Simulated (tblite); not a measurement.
C4H9OSi (doublet state).
Numbering: `[CH2:1][CH2:2][O:3][SiH:4]1[CH2:5][CH2:6]1` (hydrogens: H7, H8 on C1; H9, H10 on C2; H11 on Si4; H12, H13 on C5; H14, H15 on C6)

Computed with GFN2-xTB (tblite), gas phase: L-BFGS steps from a force-field or distance-geometry start until the largest atomic force falls under 0.01 eV/Å.

The end geometry, which sets the zero of energy:
```
atom  x, y, z in Å
C1      3.0003   -0.0453   -0.2885
C2      1.5817    0.2799   -0.0990
O3      0.7691   -0.4942   -0.9310
Si4    -0.8422   -0.6590   -0.9881
C5     -1.9712   -0.4788    0.5054
C6     -2.0629    0.6926   -0.5162
H7      3.2833   -0.8054   -0.9856
H8      3.7454    0.4847    0.2684
H9      1.2857    0.1293    0.9564
H10     1.3965    1.3515   -0.3046
H11    -0.9945   -1.6049   -2.0626
H12    -2.8705   -1.0704    0.6042
H13    -1.5801   -0.2155    1.4810
H14    -3.0161    0.7874   -1.0169
H15    -1.7288    1.6562   -0.1504
```

**Question.** These geometries come from the run, each turned onto the end geometry. Order them by energy, lowest first.
A.
```
atom  x, y, z in Å
C1      3.0216   -0.0409   -0.3214
C2      1.6161    0.2863   -0.0562
O3      0.7747   -0.4932   -0.8588
Si4    -0.8334   -0.6352   -0.9628
C5     -2.0338   -0.5055    0.4797
C6     -2.0681    0.7060   -0.4977
H7      3.2652   -0.9980   -0.7339
H8      3.7919    0.6810   -0.1451
H9      1.3635    0.1037    1.0073
H10     1.4222    1.3550   -0.2357
H11    -0.9457   -1.5511   -2.0692
H12    -2.9387   -1.0969    0.5001
H13    -1.7003   -0.2821    1.4862
H14    -2.9938    0.8276   -1.0432
H15    -1.7457    1.6514   -0.0769
```
B.
```
atom  x, y, z in Å
C1      3.0093   -0.0400   -0.2944
C2      1.5885    0.2669   -0.0903
O3      0.7721   -0.5224   -0.9052
Si4    -0.8413   -0.6554   -0.9863
C5     -1.9822   -0.4850    0.5002
C6     -2.0581    0.6971   -0.5085
H7      3.2920   -0.8689   -0.9094
H8      3.7515    0.5765    0.1726
H9      1.3060    0.1205    0.9712
H10     1.3908    1.3331   -0.3030
H11    -1.0065   -1.5639   -2.0919
H12    -2.8892   -1.0664    0.5853
H13    -1.5963   -0.2299    1.4800
H14    -3.0047    0.7881   -1.0216
H15    -1.7363    1.6578   -0.1261
```
C.
```
atom  x, y, z in Å
C1      2.8903    0.0927   -0.2491
C2      1.4421    0.2101   -0.0916
O3      0.7546   -0.7357   -0.8988
Si4    -0.8660   -0.7647   -1.0699
C5     -1.9444   -0.5239    0.4575
C6     -1.8300    0.7314   -0.4521
H7      3.3432   -0.8781   -0.2564
H8      3.4803    0.9720   -0.4006
H9      1.1556    0.0092    0.9562
H10     1.0976    1.2160   -0.3533
H11    -1.0870   -1.5745   -2.2383
H12    -2.9431   -0.9281    0.5530
H13    -1.4652   -0.4480    1.4266
H14    -2.7597    1.0723   -0.8847
H15    -1.2725    1.5573   -0.0261
```
D.
```
atom  x, y, z in Å
C1      2.9956    0.0213   -0.3028
C2      1.5623    0.2480   -0.0983
O3      0.7838   -0.5798   -0.9325
Si4    -0.8365   -0.6689   -0.9933
C5     -2.0094   -0.5102    0.4729
C6     -1.9828    0.7279   -0.4647
H7      3.3462   -0.9740   -0.4857
H8      3.6918    0.8349   -0.2689
H9      1.2852    0.0250    0.9504
H10     1.3101    1.3012   -0.2744
H11    -1.0458   -1.5900   -2.0794
H12    -2.9401   -1.0610    0.4620
H13    -1.6742   -0.3388    1.4889
H14    -2.9065    0.9412   -0.9822
H15    -1.5839    1.6312   -0.0196
```
E.
```
atom  x, y, z in Å
C1      2.8889    0.1386    0.0701
C2      1.3529    0.1866    0.0223
O3      0.9256   -0.7467   -0.8967
Si4    -0.7833   -0.7927   -1.0534
C5     -1.8407   -0.5285    0.4729
C6     -1.6725    0.7010   -0.4329
H7      3.1383   -0.8317   -0.4226
H8      3.2669    0.9427   -0.6202
H9      0.8969    0.1057    1.0238
H10     1.0928    1.1937   -0.3787
H11    -1.4104   -1.4791   -2.1913
H12    -2.8322   -1.0369    0.4396
H13    -1.3439   -0.3974    1.4647
H14    -2.5599    0.9931   -1.0183
H15    -1.1236    1.5597   -0.0066
```

**Answer.** B (0.002 eV), A (0.011 eV), D (0.029 eV), C (0.087 eV), E (1.125 eV).

In the order of the answer:

```csv
step,E above end (eV),largest force (eV/Å),rms force component (eV/Å),rms distance from end (Å),rms bond change (Å),bond most changed (Å)
78,0.002,0.05,0.016,0.049,0.001,C2–H9 +0.002
60,0.011,0.03,0.010,0.162,0.002,C2–H10 -0.006
37,0.029,0.15,0.036,0.241,0.004,C2–O3 +0.013
19,0.087,0.18,0.054,0.381,0.008,C2–O3 +0.024
0,1.125,3.18,0.925,0.473,0.041,O3–Si4 +0.096
```

The cost below is that of the whole relaxation. On an Arm Neoverse V1 with one thread, on a shared host, this took 0.52 s.
